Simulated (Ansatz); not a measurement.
`[F][Zr]([F])([Cl])[Cl]` + HBr → `[F][Zr]([Cl])([Cl])[Br]` + H–F at 600 K and 1 bar (ligand exchange at a Zr–F bond).

Gas-phase electronic energies from Ansatz, PBE0-D4/def2-TZVP geometries. CCSD(T)/CBS adds triple-zeta CCSD(T) − MP2 to the extrapolated MP2 energy (def2 sets, frozen cores). This one scheme is used for every species. Elements past krypton have def2 core potentials. For Br, Zr outer-core shells are correlated without core-valence functions, which leaves a few kJ/mol of doubt a bond. Scalar relativity is left out up to krypton.

| species | CCSD(T)/CBS energy (Eh) | H − E (kJ/mol) | S (J/(mol·K)) |
| --- | --- | --- | --- |
| `[F][Zr]([F])([Cl])[Cl]` | -1166.45079 | 68.1 | 429.2 |
| HBr | -2573.91920 | 33.5 | 219.1 |
| `[F][Zr]([Cl])([Cl])[Br]` | -3639.97082 | 67.1 | 459.9 |
| H–F | -100.39570 | 42.3 | 194.0 |

H − E and S are ideal-gas, rigid-rotor, harmonic terms from PBE0-D4/def2-TZVP. 1 Eh = 2625.50 kJ/mol, R = 8.31446 J/(mol·K).

**Question.** By hand: ΔE, ΔH, ΔS and ΔG.

**Answer.** ΔE = (-3639.97082) + (-100.39570) − (-1166.45079) − (-2573.91920) = 0.00347 Eh = 9.1 kJ/mol. Δ(H − E) = 67.1 + 42.3 − 68.1 − 33.5 = 7.8, so ΔH = 16.9 kJ/mol. ΔS = 459.9 + 194.0 − 429.2 − 219.1 = 5.6 J/(mol·K). ΔG = 16.9 − 600 × (5.6)/1000 = 13.5 kJ/mol.

**Question.** By hand: the equilibrium constant, and the temperature at which ΔG would vanish if ΔH and ΔS stayed fixed.

**Answer.** log₁₀ K = −ΔG/(RT ln 10) = -1.2. ΔG = 0 at ΔH/ΔS = 3018 K, far beyond where these terms or the molecules hold.

The number of gas molecules stays the same, so ΔS is small and ΔH decides. A doubt of 5 kJ/mol in ΔE shifts log₁₀ K by 0.4 here. These are equilibria of isolated gas molecules and say nothing of rates. Largest T1 diagnostic: 0.017 (customary marks: 0.02 for closed shells, 0.045 for open ones).
